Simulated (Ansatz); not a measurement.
Species: H2F3NSi, SMILES `N[Si](F)(F)F` (charge 0, multiplicity 1).

Question: Give a relaxed geometry from PBE-D3(BJ)/def2-TZVP run with Ansatz (an electronic-structure program).

Answer: the end point of this relaxation (outside a Z-matrix the atoms follow the SMILES, hydrogens last).
Cartesian coordinates (Å) in one orientation:
```xyz
7

N      1.060    -0.018     0.107
Si    -0.622    -0.055    -0.021
F     -1.064    -1.392    -0.766
F     -1.294     1.141    -0.841
F     -1.262     0.006     1.436
H      1.654    -0.292    -0.667
H      1.527     0.609     0.752
```
